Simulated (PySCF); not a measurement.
# Correlation energy of S (sulfur, neutral)

[Ne] 3s1 3p5, high-spin 3P determinant (an excited configuration). All numbers are calculated (PySCF 2.14, no relativity, point nucleus, in def2-TZVPPD (6s6p4d1f, 51 functions)). Frozen: 1s2; 14 electrons correlated.

```
  level  correlation energy (mhartree)
   CCSD                        -364.76
    (T)                         -27.40
CCSD(T)                        -392.16
```

Diagnostics: T1 = 0.021, D1 = 0.0721, largest double amplitude 0.193.

Q: Is a single reference adequate?

A: Not fully. A double-excitation amplitude exceeds 0.15, a sign of near-degeneracy.

This basis was not built for core-valence correlation, so the inner-shell part is incomplete.
